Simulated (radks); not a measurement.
Question: The arsenic ion As21+, [Ne] 3s2. Calculated with a radial shooting solver on a logarithmic mesh with Libxc functionals: non-relativistic Kohn-Sham, r2SCAN, spin-polarised, spherical densities, point nucleus; meta-GGA in the generalised Kohn-Sham scheme. Every spin shell is full or empty, so the densities are truly spherical. Functionals are evaluated on that one density, not self-consistently. Rank these exchange functionals by their error against the exact value of the orbitals, and give that value: LDA, PBEsol, revPBE, SOGGA, G96, EV93, APBE, SCAN, Tao-Mo.

Answer: Exact: -55.2148 hartree. From best to worst, with 100 (|E| - |E exact|)/|E exact| (equal figures are ties): G96 +0.11, SCAN +0.16, revPBE -0.18, Tao-Mo -0.35, APBE +0.51, EV93 +1.05, PBEsol -3.44, SOGGA -3.48, LDA -7.76.
